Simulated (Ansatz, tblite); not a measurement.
Breaking a bond: LiNa, singlet.

Computed with: GFN2-xTB, 300 K electronic temperature (tblite); FCI = full CI/cc-pVTZ, frozen core in Ansatz (a quantum-chemistry and plane-wave program).

Energies relative to the lowest point of each curve near equilibrium, in kcal/mol; the last columns give the difference from FCI:

| R / Å | GFN2-xTB | FCI | GFN2-xTB − FCI |
|---|---|---|---|
| 2.34 | 1.3 | 7.8 | -6.4 |
| 2.52 | 0.0 | 3.4 | -3.4 |
| 2.63 | 0.2 | 1.8 | -1.6 |
| 2.78 | 1.3 | 0.5 | 0.9 |
| 2.80 | 1.5 | 0.3 | 1.2 |
| 2.93 | 3.1 | 0.0 | 3.1 |
| 2.98 | 3.8 | 0.0 | 3.8 |
| 3.11 | 5.8 | 0.3 | 5.5 |
| 3.29 | 8.9 | 1.3 | 7.6 |
| 3.37 | 10.2 | 1.9 | 8.4 |
| 3.62 | 13.3 | 4.0 | 9.2 |
| 3.95 | 19.0 | 7.2 | 11.8 |
| 4.36 | 26.9 | 11.0 | 15.9 |
| 4.85 | 35.7 | 14.6 | 21.1 |
| 5.28 | 42.3 | 16.7 | 25.7 |
| 5.86 | 49.6 | 18.3 | 31.4 |
| 6.31 | 53.9 | 18.9 | 35.0 |
| 7.24 | 59.8 | 19.4 | 40.4 |
| 7.86 | — | 19.6 | — |
| 8.90 | — | 19.7 | — |

GFN2-xTB is furthest from FCI at 7.24 (40.4 kcal/mol, above); its mean absolute difference over the points is 12.9 kcal/mol.

Dashes: no converged value, or the column stops at the first point that the program doubted or that broke a chosen test of continuity, which isn't proof of a fault.
